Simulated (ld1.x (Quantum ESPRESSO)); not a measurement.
**What one change does to a pseudopotential (Ga (Z = 31), RRKJ)**

```json
{"Element": "Ga", "Generator": "ld1.x (Quantum ESPRESSO) 7.5", "Type": "norm-conserving RRKJ (Kleinman–Bylander form)", "Functional": "PBE", "Relativity": "scalar-relativistic", "Frozen core": "[Ar]", "Valence charge": "13", "Reference configuration": "3d10 4s1 4p0 (charge +2)", "Partial waves": "4p (bound, empty): rc 2.30 bohr; 3d (bound): rc 1.30 bohr; 4s (bound): rc 1.60 bohr", "Local potential": "the s channel", "Core correction": "none"}
```

Change: wave 3d (bound): rc 1.30 bohr becomes 3d (bound): rc 0.84 bohr.

Cutoffs: the cutoffs (Ry, on a coarse ladder) from which the occupation-weighted sum of valence levels, in a spherical-Bessel basis at the reference potential, stays within 10 and 1 mRy of its value at 400 Ry; they do not see the model core or the augmentation charge, which bear on the density cutoff. Errors are all-electron minus pseudo energies relative to the spin-unpolarised reference configuration.

Problem. Predict the effect on cutoff, ghosts and configuration errors.

Solution. Of the 7 tests that both files solve, the error grows in 3 and shrinks in 0 by more than 15 % and 0.3 meV (median size 47.7 → 44.0 meV); neither file shows a bound ghost. That the errors move this way runs against the usual rule that smaller radii transfer better.

```csv
quantity,base,changed
"cutoff, loose",140 Ry,260 Ry
"cutoff, tight",200 Ry,over 300 Ry
loose cutoff by channel (10 mRy a level),"d 100 Ry, s 15 Ry","d 230 Ry, s 15 Ry"
bound ghosts,none,none
"error for 3d10 4s2 4p1, meV [ΔE -26.82 eV]",+45,+40
"error for 3d10 4s2 4p0, meV [ΔE -21.13 eV]",+26,+23
"error for 3d10 4s0 4p0, meV [ΔE 31.27 eV]",+48,+44
"error for 3d10 4s1 4p1, meV [ΔE -13.76 eV]",+15,+14
"error for 3d9 4s2 4p2, meV [ΔE -6.50 eV]",-451,-859
"error for 3d9 4s0 4p0, meV [ΔE 95.15 eV]",-292,-500
"error for 3d9 4s2 4p1, meV [ΔE 0.88 eV]",-415,-811
s: phases at 2.52 bohr within 0.05 rad from the reference energy up to (Ry; the scan ends near 5),1.4,1.4
p: phases at 2.52 bohr within 0.05 rad from the reference energy up to (Ry; the scan ends near 5),3.9,3.9
d: phases at 2.52 bohr within 0.05 rad from the reference energy up to (Ry; the scan ends near 5),-0.9,-0.9
```
